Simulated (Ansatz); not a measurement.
```yaml
crystal:
  periodic: [false, false, false]
  atoms:
    - {symbol: C, position_ang: [-0.658707, -1.603707, 1.223339]}
    - {symbol: C, position_ang: [-0.579807, -0.559495, 0.417024]}
    - {symbol: O, position_ang: [0.550956, 0.189313, 0.308224]}
    - {symbol: Si, position_ang: [0.813782, 1.375757, -0.791634]}
    - {symbol: Br, position_ang: [1.040282, 0.535780, -2.829543]}
    - {symbol: H, position_ang: [0.184929, -1.916147, 1.825581]}
    - {symbol: H, position_ang: [-1.582870, -2.160605, 1.286446]}
    - {symbol: H, position_ang: [-1.419420, -0.237398, -0.196362]}
    - {symbol: H, position_ang: [-0.341669, 2.300069, -0.841998]}
    - {symbol: H, position_ang: [2.075624, 2.025334, -0.397977]}
basis:
  gaussian: {orbitals: def2-mTZVPP, final_grid: {core_spheres: 20, valence_spheres: 16, degree: 47}}
hamiltonian: {xc: {name: wPBEh}}
output: {forces: true}
```

```sh
$ ansatz run in.yaml --threads 4 --pin off --events-out ev --progress --plain --max-ram 10444MiB
```

Output, abridged:

```
Functional definition: wPBEh
1377 factors; integrals over basis functions are off by at most 1.0e-3 eV
107 factors; integrals over basis functions are off by at most 3.5e-7 eV
mean field evaluation 1: about -82107.0202 eV, gradient 5.7e1 eV
mean field evaluation 2: about -82098.1988 eV, gradient 8.6e1 eV
mean field evaluation 4: about -82113.3520 eV, gradient 6.2e0 eV
mean field evaluation 8: about -82113.5582 eV, gradient 9.6e-1 eV
mean field evaluation 16: about -82113.5604 eV, gradient 1.3e-4 eV
mean field -82113.56038995 eV, -3017.6176857604 hartree, gradient 3.6e-5 eV, S^2 0.000000; 0 other end points of the search recorded, 0 dependent functions left out
reference -82113.56043029 eV, -3017.6176872428 hartree; 37, 37 occupied and 113, 113 virtual orbitals, 1377 factors
Total energy: -82113.56043029 eV, -3017.6176872428 hartree
Atom 0 at    -0.658707    -1.603707     1.223339 Å, force     0.004882    -0.026998     0.024325 eV/Å
Atom 1 at    -0.579807    -0.559495     0.417024 Å, force    -0.121356    -0.057030    -0.003884 eV/Å
Atom 2 at     0.550956     0.189313     0.308224 Å, force     0.073362    -0.069645     0.139174 eV/Å
Atom 3 at     0.813782     1.375757    -0.791634 Å, force     0.019448     0.272658     0.064956 eV/Å
Atom 4 at     1.040282     0.535780    -2.829543 Å, force     0.030884    -0.075096    -0.226916 eV/Å
Atom 5 at     0.184929    -1.916147     1.825581 Å, force     0.003213    -0.005753     0.005545 eV/Å
Atom 6 at    -1.582870    -2.160605     1.286446 Å, force    -0.010767    -0.012781     0.008534 eV/Å
Atom 7 at    -1.419420    -0.237398    -0.196362 Å, force    -0.001077     0.008469    -0.003614 eV/Å
Atom 8 at    -0.341669     2.300069    -0.841998 Å, force     0.016469    -0.020199    -0.001671 eV/Å
Atom 9 at     2.075624     2.025334    -0.397977 Å, force    -0.015056    -0.013625    -0.006448 eV/Å
Dipole moment:    -0.166551     0.142029     0.135450 e Å
```

Hardware: 4 threads of an Intel Xeon 6975P-C on a shared host. Wall time 2.2 s, peak host memory 0.45 GiB.
